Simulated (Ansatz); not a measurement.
Ideal-gas functions of CH₅ClGeO, SMILES `C[O][GeH2][Cl]` at 500 K and 1 bar, from an Ansatz frequency run at PBE0-D4/def2-TZVP.

Molar mass 141.11 g/mol, point group Cs (symmetry number 1), electronic degeneracy 1, moments of inertia 50.111, 258.146, 298.37 u Å². Harmonic wavenumbers (cm⁻¹, unscaled): 21, 119, 124, 256, 444, 547, 635, 656, 785, 868, 1115, 1177, 1201, 1477, 1495, 1495, 2158, 2163, 2995, 3050, 3115.

Use S(trans) = R[1.5 ln M + 2.5 ln T − 1.1517]; rotational temperatures θ = 24.2544 K / I; S(rot) = R[ln(√π/σ · √(T³/θAθBθC)) + 1.5]; for each mode x = 1.438777 ν̃/T, S = R[x/(eˣ − 1) − ln(1 − e⁻ˣ)] and H = RT x/(eˣ − 1); 1 cm⁻¹ = 0.0119627 kJ/mol; R = 8.31446 J/(mol·K).

Q: By hand: the entropy, in J/(mol·K).

A: Translation 181.3. Rotation: θ = 0.484, 0.094, 0.0813 K, giving 118.0. Vibration, mode by mode: 31.65, 17.27, 16.93, 11.04, 6.82, 5.35, 4.37, 4.17, 3.11, 2.58, 1.47, 1.27, 1.20, 0.63, 0.60, 0.60, 0.12, 0.12, 0.01, 0.01, 0.01, in all 109.3. Electronic 0.0. Sum 408.6 J/(mol·K).

Q: By hand: H − E and G − E in kJ/mol, counted from the electronic energy.

A: Zero-point energy ½ × 25896 × 0.0119627 = 154.9; thermal vibration 24.8; translation, rotation and pV give 4 RT = 16.6. H − E = 196.3 kJ/mol, and G − E = 196.3 − 500 × 408.6/1000 = -8.0 kJ/mol.

Vibration gives 27 % of the entropy, 65.8 J/(mol·K) of it from the modes under 150 cm⁻¹: soft modes count most, and the harmonic formula is weakest for them. The sum counts one conformer and one mirror image; others add a mixing term.
